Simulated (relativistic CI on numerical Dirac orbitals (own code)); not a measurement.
# What each ingredient does to the levels of Ba⁵¹⁺

Base calculation: Dirac-Coulomb-Breit CI, KLI orbitals optimised for each configuration, QED by a radiative potential, unscaled Slater integrals.

Configurations in the expansion (outside the closed core 1s2): 2s2 2p, 2s 2p2, 2p3, 2p2 3s, 2p2 3p, 2p2 3d, 2s2 3s, 2s2 3p, 2s2 3d, 2s 2p 3s, 2s 2p 3p, 2s 2p 3d, 2s2 4s, 2s2 4p, 2s2 4d, 2s2 4f. Levels of other configurations are missing.

Variants: (1) QED terms removed. Shifts of the energy above 2s2 2p 2P°_1/2, in eV, for the lowest level and the first level of each name with at least 55 % of one term (blank where a level changes its place among those of its configuration and J or its character, or is not in the variant):

| Level | Base | Δ(1) |
| --- | --- | --- |
| 2s2 2p 2P°_1/2 | 0.00 | 0.00 |
| 2s 2p2 4P_1/2 | 172.86 | +7.08 |
| 2s2 2p 2P°_3/2 | 420.61 | -0.52 |
| 2s 2p2 4P_3/2 | 540.66 | +6.40 |
| 2s 2p2 2D_5/2 | 573.96 | +6.41 |
| 2s 2p2 2P_1/2 | 626.61 | +6.44 |
| 2s 2p2 2D_3/2 | 626.92 | +6.42 |
| 2s 2p2 4P_5/2 | 979.73 | +5.73 |
| 2s 2p2 2S_1/2 | 1057.56 | +5.75 |
| 2s 2p2 2P_3/2 | 1058.77 | +5.76 |
| 2p3 2D°_5/2 | 1218.62 | +12.88 |
| 2p3 2P°_1/2 | 1259.06 | +12.85 |
| 2s2 3s 2S_1/2 | 5620.83 | -1.75 |
| 2s2 3p 2P°_1/2 | 5680.46 | +0.44 |

At this charge energies of transitions that change n are usually good to better than 1 %, and those within a shell (Δn = 0) to a few per cent.

Ionisation energy from the two ground configurations alone: base 10022.3 eV. The NIST ASD value (theoretical) is 10023 eV.

LS names give the leading component of a level, which can be under half, so a name can repeat, a term be missing and a line seem to break the LS rules.
